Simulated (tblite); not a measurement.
C7H14Si.
SMILES with atom numbers: `[CH2:1]=[CH:2][SiH:3]1[CH2:4][CH2:5][CH2:6][CH2:7][CH2:8]1` (hydrogens: H9, H10 on C1; H11 on C2; H12 on Si3; H13, H14 on C4; H15, H16 on C5; H17, H18 on C6; H19, H20 on C7; H21, H22 on C8)

Structure optimised with GFN2-xTB, isolated species.

Question: List the bond lengths, angles and torsions at this level.

Answer: 
| bond | length (Å) | order |
| --- | --- | --- |
| C1=C2 | 1.323 | double |
| C2–Si3 | 1.886 | single |
| Si3–C4, Si3–C8 | 1.903 | single |
| C4–C5, C7–C8 | 1.527 | single |
| C5–C6, C6–C7 | 1.527 | single |
| C1–H9 | 1.080 | single |
| C1–H10 | 1.079 | single |
| C2–H11 | 1.082 | single |
| Si3–H12 | 1.475 | single |
| C4–H13, C8–H21 | 1.092 | single |
| C4–H14, C8–H22 | 1.091 | single |
| C5–H15, C7–H19 | 1.093 | single |
| C5–H16, C7–H20 | 1.094 | single |
| C6–H17 | 1.093 | single |
| C6–H18 | 1.093 | single |

Bonds in one row agree within 0.01 Å and their mean is given. Orders are formal, as drawn. A selection of angles:
| angle | degrees |
| --- | --- |
| C2–C1–H9 | 122.7 |
| C2–C1–H10 | 121.7 |
| H9–C1–H10 | 115.5 |
| C1–C2–Si3 | 124.9 |
| C1–C2–H11 | 118.2 |
| Si3–C2–H11 | 117.0 |
| C2–Si3–C4 | 112.0 |
| C2–Si3–H12 | 108.9 |
| C4–Si3–C8 | 103.5 |
| C4–Si3–H12 | 110.1 |
| Si3–C4–C5 | 110.2 |
| Si3–C4–H13 | 110.2 |
| Si3–C4–H14 | 111.6 |
| C5–C4–H13 | 108.9 |
| C5–C4–H14 | 109.4 |
| H13–C4–H14 | 106.5 |
| C4–C5–C6 | 112.7 |
| C4–C5–H15 | 109.4 |
| C4–C5–H16 | 109.5 |
| C6–C5–H15 | 109.0 |
| C6–C5–H16 | 108.7 |
| H15–C5–H16 | 107.4 |
| C5–C6–C7 | 113.5 |
| C5–C6–H17 | 109.2 |
| C5–C6–H18 | 108.6 |
| H17–C6–H18 | 107.5 |

Torsions: C1–C2–Si3–C4 58° (synclinal); C2–Si3–C4–C5 -165° (antiperiplanar); Si3–C4–C5–C6 57° (synclinal); C4–C5–C6–C7 -69° (synclinal); C5–C6–C7–C8 69° (synclinal); C6–C7–C8–Si3 -57° (synclinal); C2–Si3–C8–C7 165° (antiperiplanar).

The C–C distances run from 1.323 Å (C1=C2, drawn double) to 1.527 Å (C5–C6, drawn single), a spread of 0.204 Å. The 6-membered ring Si3–C4–C5–C6–C7–C8 has internal angles of 103.5° to 113.5°; it is puckered, 0.25 Å rms from its mean plane, widest ring torsion 69°. Si3 (SiH silicon) is distorted tetrahedral (angles from 103.5° to 112.0°). Of the pairs four or more bonds apart, H15···H19 is among the closest relative to their van der Waals radii: 2.46 Å, 102 % of the sum of Bondi's values.

Point group: Cs (tolerance 0.08 Å). GFN2-xTB frequencies show an imaginary mode (20i cm⁻¹), so the point is no minimum at that level.

These are computed values.
